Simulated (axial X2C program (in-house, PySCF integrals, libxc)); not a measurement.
## What spin–orbit coupling does to NaSr

All values were computed with an axial X2C code built on PySCF integrals. Spin-free means the one-electron spin-free X2C Hamiltonian; two-component (2c) means X2C with spin–orbit coupling and atomic mean-field two-electron Coulomb and Gaunt terms, so the difference of the two also holds small scalar two-electron terms. Basis: Sr dyall-v4z [13s14p9d4f3g], Na dyall-v4z [11s10p6d4f2g] (cores contracted in-house); Gaussian nuclei, density fitting, unrestricted open shells. Masses: Sr 87.906 u, Na 22.990 u.

Spin-free state: M_S = 1/2, Λ = 0 (beyond evenly filled blocks: σα); fragments Sr + Na.

```json
{"level": "PBE0", "Re (Å)": "3.858", "ωe (cm⁻¹)": "93.4", "De (eV)": "0.277", "μ (D)": "0.33"}
{"level": "HF", "Re (Å)": "4.281", "ωe (cm⁻¹)": "54.3", "De (eV)": "0.050", "μ (D)": "-0.60"}
{"level": "MP2", "Re (Å)": "3.886", "ωe (cm⁻¹)": "74.4", "De (eV)": "n/a", "μ (D)": "n/a"}
{"level": "r2SCAN0", "Re (Å)": "3.886", "ωe (cm⁻¹)": "92.5", "De (eV)": "0.327", "μ (D)": "0.56"}
{"level": "BHandHLYP", "Re (Å)": "3.917", "ωe (cm⁻¹)": "82.2", "De (eV)": "0.152", "μ (D)": "0.09"}
```

Correlated methods: 19 electrons correlated (number of frozen shells: Sr 3 s, 2 p, 1 d; Na 1 s), 423 virtual spin orbitals or spinors in MP2.

Dipoles are positive if Na is the positive end.

Two-component determinant lowest at the distance of the search:

Ω = 1/2 (⟨Sz⟩ = 0.50, ⟨Lz⟩ = 0.00 at HF); fragments Sr + Na.

```csv
level,Re (Å),ωe (cm⁻¹),De (eV),μ (D)
PBE0,3.858,93.4,0.277,0.33
HF,4.282,54.1,0.050,-0.60
MP2,3.885,74.5,n/a,n/a
r2SCAN0,3.886,92.5,0.327,0.56
BHandHLYP,3.917,82.1,0.152,0.09
```

Question: From the two tables, how do the constants change at the MP2 level (2c against spin-free)?

Answer: At the MP2 level Re is unchanged within 0.001 Å and ωe stays the same within 0.2 cm⁻¹.

The state is one determinant whose occupation by symmetry is held fixed; it was picked as the lowest of a PBE0 search that is not exhaustive. Dissociation energies refer to the lowest single-determinant-based atoms at the same level and basis. Density functionals use the spin component along the axis (collinear). The determinant is spin-polarised beyond a pure state at some levels (its spin-free form has ⟨S²⟩ too high), which makes Re and μ there less reliable.
